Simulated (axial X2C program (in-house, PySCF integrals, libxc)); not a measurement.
# Testing model relations on Br₂⁺

A bond curve at the PBE0 level, two-component, was computed with an in-house relativistic program for diatomic molecules (basis Br dyall-cv3z [8s9p6d4f1g] (cores contracted in-house)) for the state Ω = 3/2 (⟨Sz⟩ = 0.50, ⟨Lz⟩ = 1.00 at PBE0). Its fit gives Re = 2.1911 Å, ωe = 382.4 cm⁻¹, ωexe = 0.936 cm⁻¹ and αe = 2.910e-04 cm⁻¹; the masses are 78.9183 and 78.9183 u. Two-component means X2C with spin–orbit coupling and atomic mean-field Coulomb and Gaunt terms.

(1) Find the reduced mass, Be and the force constant.

(2) Where do the fundamental and the first overtone lie?

(3) A Morse curve ties αe to the other constants (Pekeris). How well does that hold?

(4) Estimate De from a Morse curve and compare with the computed well depth of 3.536 eV to Br+ + Br.

(5) Estimate the centrifugal constant by the Kratzer relation.

The state is one determinant whose occupation by symmetry is held fixed; it was picked as the lowest of a PBE0 search that is not exhaustive. De is counted from the lowest determinant-based energies of the atoms at the same level, without counterpoise correction. Density functionals use the spin component along the axis (collinear). The functionals have no current-density term, which raises determinants with orbital currents, atoms included.

Results:

(1) From the PBE0 values: μ = 39.4592 u. Be = 16.8576/(μ Re²) = 0.08899 cm⁻¹. k = 5.8918×10⁻⁷ μ ωe² = 3.4 mdyn/Å.

(2) ν(1←0) = ωe − 2ωexe = 380.5 cm⁻¹; ν(2←0) = 2ωe − 6ωexe = 759.2 cm⁻¹.

(3) αe(Morse) = 6Be²/ωe × (√(ωexe/Be) − 1) = 2.787e-04 cm⁻¹; the PBE0 curve gives 2.910e-04 cm⁻¹, a ratio of 0.96.

(4) De(Morse) = ωe²/(4ωexe) = 4.842 eV against 3.536 eV computed, a ratio of 1.37. The extrapolation overshoots: the well softens faster than a Morse curve, or the lowest atomic limit lies below the one to which the curve heads.

(5) D = 4Be³/ωe² = 1.93e-08 cm⁻¹.
